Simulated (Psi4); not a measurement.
C2H3BCl2 (SMILES C=CB(Cl)Cl), singlet, at a GFN2-xTB geometry. Base run: CCSD(T)/cc-pVDZ (Psi4).

Here is a job for Psi4.
```
memory 2 GB

molecule {
0 1
  B     0.11652606    0.06752544   -0.08202754
  Cl    1.23096382    1.34030012   -0.40287988
  Cl   -0.95429921    0.23427116    1.25396330
  C     0.08887607   -1.19561844   -0.98481235
  C    -0.73746253   -2.22732725   -0.81195614
  H     0.78932441   -1.23962342   -1.81059382
  H    -0.72828658   -3.08888477   -1.45947137
  H    -1.45544772   -2.23915666   -0.00760430
}

set basis cc-pvdz
set freeze_core true

energy('ccsd(t)')
print_variables()
```

Variants of this job, named by their change:

| change | ΔE vs base (kcal/mol) | MP2 correlation (Eh) | basis functions | core-seconds (rough) |
|---|---|---|---|---|
| base | 0.000 | -0.61150 | 93 | 90 |
| method = ccsd | … | -0.61150 | 93 | 70 |
| method = qcisd(t) | -0.293 | -0.61150 | 93 | 80 |
| method = mp2 | 43.36 | -0.61136 | 93 | 7 |
| method = mp3 | … | -0.61136 | 93 | 8 |
| method = mp4 | 0.613 | -0.61150 | 93 | 60 |
| method = fno-ccsd(t) | 0.000 | -0.61150 | 93 | 80 |
| method = dlpno-mp2 | 43.43 | -0.61126 | 93 | 9 |

**Question.** What belongs in the gaps?

**Answer.** 
- method = ccsd, ΔE vs base (kcal/mol): 13.17
- method = mp3, ΔE vs base (kcal/mol): 15.90
